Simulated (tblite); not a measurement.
C3H5NS2Si.
SMILES with atom numbers: `[CH2:1]=[CH:2][S:3][Si@@H:4]([SH:5])[C:6]#[N:7]` (hydrogens: H8, H9 on C1; H10 on C2; H11 on Si4; H12 on S5)

Computed geometry: GFN2-xTB, gas phase.

Task: List the bond lengths, angles and torsions at this level.

Result: 
```json
{"bond": "C1=C2", "length (Å)": "1.319", "order": "double"}
{"bond": "C2–S3", "length (Å)": "1.765", "order": "single"}
{"bond": "S3–Si4", "length (Å)": "2.150", "order": "single"}
{"bond": "Si4–S5", "length (Å)": "2.138", "order": "single"}
{"bond": "Si4–C6", "length (Å)": "1.870", "order": "single"}
{"bond": "C6≡N7", "length (Å)": "1.145", "order": "triple"}
{"bond": "C1–H8", "length (Å)": "1.076", "order": "single"}
{"bond": "C1–H9", "length (Å)": "1.076", "order": "single"}
{"bond": "C2–H10", "length (Å)": "1.078", "order": "single"}
{"bond": "Si4–H11", "length (Å)": "1.454", "order": "single"}
{"bond": "S5–H12", "length (Å)": "1.325", "order": "single"}
```

Orders are formal, as drawn. A selection of angles:
```json
{"angle": "C2–C1–H8", "degrees": "121.7"}
{"angle": "C2–C1–H9", "degrees": "121.0"}
{"angle": "H8–C1–H9", "degrees": "117.3"}
{"angle": "C1–C2–S3", "degrees": "122.0"}
{"angle": "C1–C2–H10", "degrees": "123.2"}
{"angle": "S3–C2–H10", "degrees": "114.8"}
{"angle": "C2–S3–Si4", "degrees": "100.6"}
{"angle": "S3–Si4–S5", "degrees": "108.0"}
{"angle": "S3–Si4–C6", "degrees": "107.3"}
{"angle": "S3–Si4–H11", "degrees": "112.2"}
{"angle": "S5–Si4–C6", "degrees": "110.2"}
{"angle": "S5–Si4–H11", "degrees": "111.3"}
{"angle": "C6–Si4–H11", "degrees": "107.7"}
{"angle": "Si4–S5–H12", "degrees": "96.5"}
{"angle": "Si4–C6–N7", "degrees": "177.9"}
```

Torsions: C1–C2–S3–Si4 -164° (antiperiplanar); C2–S3–Si4–S5 -172° (antiperiplanar); H12–S5–Si4–S3 0° (synperiplanar).

Si4 (SiH silicon) is tetrahedral (angles from 107.3° to 112.2°). Of the pairs four or more bonds apart, C6···H10 is among the closest relative to their van der Waals radii: 2.79 Å, 96 % of the sum of Bondi's values.

Point group: C1 (no symmetry element, even within 0.4 Å). Its GFN2-xTB frequencies are all real (lowest 33 cm⁻¹). The numbers are those of one conformer (C1–C2–S3–Si4 -164°, C2–S3–Si4–S5 -172°, S3–Si4–S5–H 0°).
